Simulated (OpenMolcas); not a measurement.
Computed levels of 4d⁷ in ions with 43 electrons, in cm-1 above ⁴F_9/2.

```
Program             : OpenMolcas
Method              : SS-CASPT2, IPEA 0.25 Eh, imaginary shift 0.1 Eh
Basis               : ANO-RCC-VQZP
Scalar Hamiltonian  : DKH2, point nucleus
Spin-orbit coupling : RASSI with atomic mean-field integrals over the reference wave functions, term energies averaged over their components
```

Active space for each ion: 7 electrons in 5 orbitals (4d); closed shells correlated by CASPT2: 4s 4p.

| Level | Rh2+ | Ag4+ |
| --- | --- | --- |
| ⁴F_7/2 | 2130 | 3540 |
| ⁴F_5/2 | 3480 | 5630 |
| ⁴F_3/2 | 4330 | 6910 |
| ⁴P_5/2 | 11720 | 15340 |
| ⁴P_3/2 | 11820 | 15100 |
| ⁴P_1/2 | 13200 | 17650 |
| ²G_9/2 | 13210 | 17020 |
| ²G_7/2 | 15320 | 20480 |
| ²H_11/2 | 17620 | 22800 |

Task: Estimate ⁴F_3/2, ⁴P_5/2, ⁴P_3/2 for Pd3+ from its neighbours Rh2+ and Ag4+.

Result: ⁴F_3/2 is fine structure, which grows about as the fourth power of a screened charge, so the fourth roots are averaged: ((4330^0.25 + 6910^0.25) / 2)^4 = 5507. The calculation gives 5500, so the estimate is off by +0.1 %.
⁴P_5/2 is another term, which grows about linearly with the charge: (11720 + 15340) / 2 = 13530. The calculation gives 13510, so the estimate is off by +0.1 %.
⁴P_3/2 is another term, which grows about linearly with the charge: (11820 + 15100) / 2 = 13460. The calculation gives 13500, so the estimate is off by -0.3 %.

Mixed levels, with the weight of the term that names them: Ag4+ ⁴P_3/2 (72 %).

Term energies are means over components that CASPT2 splits; among the terms shown or strongly mixed into the levels shown the widest spread is 890 cm-1 (4d⁷ ²H, Ag4+). The CASPT2 spread within a term exceeds the gap to the next term for 4d⁷ ²P and 4d⁷ ²H, so the order of their levels is uncertain. Levels of configurations with an s electron are missing; early in the row they begin among the upper levels of the d shell and mix with terms of their name (holds for Rh2+). Levels of configurations outside the active space are missing.
